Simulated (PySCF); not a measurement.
A calculated (LDA, PySCF 2.14, ANO-RCC-VTZP, the spin-free X2C one-electron Hamiltonian (Gaussian nucleus)) atom or ion has these occupied shells.

| shell | electrons | orbital energy (eV) | rms radius, mean of both spins (bohr) |
| --- | --- | --- | --- |
| 1s α | 1 | -659.99 | 0.206 |
| 1s β | 1 | -658.84 | 0.206 |
| 2s α | 1 | -31.073 | 1.11 |
| 2p α | 3 | -12.540 | 1.29 |
| 2p β | 3 | -10.865 | 1.29 |

Q: Name the element and its charge.

A: F (fluorine, neutral), in [He] 2s1 2p6, 2S determinant (an excited configuration).
